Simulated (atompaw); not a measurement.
**Which change was made? (Dy, PAW (atompaw))**

atompaw 4.2.0.5 input, output lines left out:

```
Dy 66
LDA-PW scalarrelativistic loggrid 2001 logderivrange -6 5 276
6 6 5 4 0 0
6 0 1
6 1 0
5 2 1
4 3 10
0 0 0
c
c
c
c
v
v
c
c
c
v
v
c
c
v
v
3
3.00 2.75 2.35 2.50
n
n
y
0.45
n
y
1.2
n
bloechl sinc
4 0.5 troulliermartins
```

Cutoffs, loose and tight: the cutoffs (Ry, on a coarse ladder) from which the occupation-weighted sum of valence levels, in a spherical-Bessel basis at the reference potential, stays within 10 and 1 mRy of its value at 400 Ry. They see the waves, projectors and local potential, not the compensation charge or the core.

The base gives: outcome: generated; cutoff, loose: 35 Ry; cutoff, tight: 45 Ry; bound ghosts: none.

Q: After one change the result is: outcome: generated, no UPF (negative core plus compensation charge); cutoff, loose: 110 Ry; cutoff, tight: 140 Ry; bound ghosts: s. Which change was it?
A. local potential troulliermartins scheme with l = 4 at 0.5 Ry, radius 2.14 bohr
B. local potential troulliermartins scheme with l = 4 at 0.5 Ry, radius 1.90 bohr
C. local potential troulliermartins scheme with l = 4 at 0.5 Ry, radius 2.88 bohr
D. local potential troulliermartins scheme with l = 4 at 0.5 Ry, radius 1.56 bohr

A: D. The others give: local potential troulliermartins scheme with l = 4 at 0.5 Ry, radius 2.14 bohr → outcome: generated; cutoff, loose: 45 Ry; cutoff, tight: 55 Ry; bound ghosts: none | local potential troulliermartins scheme with l = 4 at 0.5 Ry, radius 2.88 bohr → outcome: generated; cutoff, loose: 30 Ry; cutoff, tight: 35 Ry; bound ghosts: none | local potential troulliermartins scheme with l = 4 at 0.5 Ry, radius 1.90 bohr → outcome: generated, no UPF (negative core plus compensation charge); cutoff, loose: 55 Ry; cutoff, tight: 80 Ry; bound ghosts: none.
